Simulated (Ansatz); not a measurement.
# Molecular dynamics of CH8BNOSi

Input file:

```yaml
crystal:
  periodic: [false, false, false]
  atoms:
    - { symbol: C, position_ang: [-2.106908, -0.639427, 1.084491] }
    - { symbol: B, position_ang: [-0.72016, -0.099116, 0.526593] }
    - { symbol: O, position_ang: [-0.223795, -0.60558, -0.607028] }
    - { symbol: Si, position_ang: [1.263896, -0.123324, -1.340917] }
    - { symbol: "N", position_ang: [2.184091, 1.093544, -0.501485] }
    - { symbol: H, position_ang: [-2.835584, 0.182074, 1.172802] }
    - { symbol: H, position_ang: [-2.553249, -1.42128, 0.454498] }
    - { symbol: H, position_ang: [-1.982838, -1.050753, 2.098836] }
    - { symbol: H, position_ang: [-0.151153, 0.74651, 1.129141] }
    - { symbol: H, position_ang: [2.053957, -1.330645, -1.420374] }
    - { symbol: H, position_ang: [0.896877, 0.387133, -2.642136] }
    - { symbol: H, position_ang: [1.695125, 2.010233, -0.394371] }
    - { symbol: H, position_ang: [2.499941, 0.81593, 0.454651] }
magnetization:
  spin_polarized: true
basis:
  gaussian: { orbitals: STO-3G }
hamiltonian:
  xc: b3lyp
  dispersion: d4
md:
  timestep: 0.5
  n_steps: 208
  ensemble: nvt_nose_hoover
  temperature: 200.0
  initial_velocities: maxwell_boltzmann
  seed: 776696
  nose_hoover: { tau: 100.0, chain_length: 1 }
```

Run as:

```bash
$ ansatz run input.yaml --threads 1 --pin off --max-ram 2048MiB --backend cpu --events-out ev --progress --plain --runs-dir out
```

It starts from a relaxed structure.

Output, in part (step lines, the closing report, with atoms numbered from 0):

```
md step     0: t =     0.00 fs  T =   200.0 K  F+E_penalty+E_count = -13100.81497464 eV  E_kin = 0.284372 eV  conserved = -13100.53060264 eV  (23 SCF iters)
[... lines left out ...]
Total energy: -13100.59109953 eV, -481.4378430080 hartree
Atom 0 at    -2.156104    -0.646607     1.052821 Å, force     1.192447    -2.069372    -0.344690 eV/Å
Atom 1 at    -0.784676    -0.073695     0.484387 Å, force    -0.095487     0.782429     1.012204 eV/Å
Atom 2 at    -0.130819    -0.654769    -0.503837 Å, force    -0.189268    -0.417090    -0.322535 eV/Å
Atom 3 at     1.242340    -0.086473    -1.352422 Å, force    -0.450716    -0.477596     0.062755 eV/Å
Atom 4 at     2.237613     1.064982    -0.531146 Å, force    -0.372369     1.152497     0.583505 eV/Å
Atom 5 at    -2.837864     0.158490     1.224995 Å, force    -1.349143     0.763117    -0.500429 eV/Å
Atom 6 at    -2.547394    -1.529320     0.452481 Å, force    -0.045463     1.438128     0.733603 eV/Å
Atom 7 at    -1.979801    -1.008254     2.079079 Å, force     0.220118    -0.308569    -0.004249 eV/Å
Atom 8 at    -0.361087     0.899911     1.042864 Å, force    -0.033087    -0.248608    -0.333333 eV/Å
Atom 9 at     1.964241    -1.301832    -1.608922 Å, force     0.332959    -0.023710    -0.110722 eV/Å
Atom 10 at     0.654043     0.489851    -2.520669 Å, force     0.072128     0.272454    -0.444031 eV/Å
Atom 11 at     1.691695     1.938085    -0.211461 Å, force     0.814846    -1.155510    -0.288106 eV/Å
Atom 12 at     2.698470     0.656096     0.319527 Å, force    -0.096965     0.291831    -0.043972 eV/Å
Dipole moment:     0.276494     0.057195    -0.053776 e Å
```

The steps, from the saved trajectory:

| time (fs) | T (K) | potential energy less start (eV) | conserved less start (meV/atom) |
| --- | --- | --- | --- |
| 0.0 | 200 | 0.000 | 0.00 |
| 3.0 | 110 | 0.130 | 0.16 |
| 6.0 | 92 | 0.156 | 0.13 |
| 9.0 | 140 | 0.086 | 0.04 |
| 12.0 | 100 | 0.145 | 0.16 |
| 15.0 | 104 | 0.139 | 0.11 |
| 18.0 | 144 | 0.082 | 0.07 |
| 21.0 | 113 | 0.129 | 0.14 |
| 24.0 | 97 | 0.151 | 0.08 |
| 27.0 | 91 | 0.161 | 0.12 |
| 30.0 | 121 | 0.119 | 0.09 |
| 33.0 | 94 | 0.159 | 0.09 |
| 36.0 | 66 | 0.200 | 0.14 |
| 39.0 | 116 | 0.129 | 0.06 |
| 42.0 | 84 | 0.178 | 0.12 |
| 45.0 | 74 | 0.194 | 0.14 |
| 48.0 | 129 | 0.116 | 0.05 |
| 51.0 | 91 | 0.173 | 0.13 |
| 54.0 | 56 | 0.224 | 0.13 |
| 57.0 | 87 | 0.181 | 0.08 |
| 60.0 | 77 | 0.198 | 0.15 |
| 63.0 | 85 | 0.189 | 0.10 |
| 66.0 | 90 | 0.183 | 0.13 |
| 69.0 | 113 | 0.155 | 0.11 |
| 72.0 | 89 | 0.191 | 0.11 |
| 75.0 | 63 | 0.232 | 0.17 |
| 78.0 | 130 | 0.137 | 0.06 |
| 81.0 | 97 | 0.189 | 0.13 |
| 84.0 | 67 | 0.236 | 0.18 |
| 87.0 | 157 | 0.109 | 0.04 |
| 90.0 | 124 | 0.164 | 0.16 |
| 93.0 | 97 | 0.206 | 0.16 |
| 96.0 | 158 | 0.122 | 0.05 |
| 99.0 | 133 | 0.166 | 0.19 |
| 102.0 | 123 | 0.185 | 0.13 |

The run went to its last step. The conserved energy stayed within 0.23 meV per atom of its start (net change 0.21 meV per atom), so the integration is sound. The mean temperature of the second half is 48 % below the set value. A run of 0.1 ps of so small a system gives no equilibrium averages. Limits of this set-up: minimal basis.

The same pairs are bonded in the first frame and the last. Pairs count as bonded within 1.25 times the sum of covalent radii (0.12 Å more for H–H).

Last frame:

```xyz
13
Properties=species:S:1:pos:R:3
C -2.156 -0.647 1.053
B -0.785 -0.074 0.484
O -0.131 -0.655 -0.504
Si 1.242 -0.086 -1.352
N 2.238 1.065 -0.531
H -2.838 0.159 1.225
H -2.547 -1.529 0.453
H -1.980 -1.008 2.079
H -0.361 0.900 1.043
H 1.964 -1.302 -1.609
H 0.654 0.490 -2.521
H 1.692 1.938 -0.211
H 2.699 0.656 0.320
```

Run time: 9.6 min on 1 thread of Intel(R) Xeon(R) Platinum 8375C CPU @ 2.90GHz (Ice Lake) (shared host), peak memory 0.15 GiB.
